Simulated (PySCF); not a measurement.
29Si chemical shifts

Calculated, not measured (PySCF 2.14): shieldings: GIAO PBE0/pcSseg-1, GFN2-xTB geometry. Isolated molecule, non-relativistic, one averaged value for each set of equivalent atoms, one conformer.

Shieldings were converted by a linear fit to measured shifts: 29Si (scatter 8.9 ppm rms, 25.8 ppm with the 6 outliers that the fit left out vs TMS, solution or neat liquid). A few per cent of atoms miss by over 2 rms, more outside the fitted compound classes.

Q: Give the 29Si shifts of `CC1=C[C@@H]1[C@@]1(C)CC[SiH2]1`, `CC1=C[C@@H]1[C@]1(C)CC[SiH2]1`, `F[SiH2][C@@H]1CCCO[C@H](F)C1`.

A: 
```json
{"compound": "CC1=C[C@@H]1[C@@]1(C)CC[SiH2]1", "environment": "silicon bonded to 2 C, 2 H, in a 4-membered ring", "δ (ppm)": "-37.6"}
{"compound": "CC1=C[C@@H]1[C@]1(C)CC[SiH2]1", "environment": "silicon bonded to 2 C, 2 H, in a 4-membered ring", "δ (ppm)": "-38.0"}
{"compound": "F[SiH2][C@@H]1CCCO[C@H](F)C1", "environment": "silicon bonded to C, F, 2 H", "δ (ppm)": "7.4"}
```

Q: Match the shifts 7.1, -31.3, -65.6, -90.4 ppm to `O[C@@H]1C[C@H](CF)[SiH2][C@@H]1CF`, `CO[Si](F)(C=O)OC`, `[SiH3]c1ccc(Cl)nn1`, `O[SiH]1CCCC1`.

A: 7.1: O[SiH]1CCCC1 (silicon bonded to 2 C, O, H, in a 5-membered ring); -31.3: O[C@@H]1C[C@H](CF)[SiH2][C@@H]1CF (silicon bonded to 2 C, 2 H, in a 5-membered ring); -65.6: [SiH3]c1ccc(Cl)nn1 (silicon bonded to C, 3 H); -90.4: CO[Si](F)(C=O)OC (silicon bonded to C, F, 2 O).
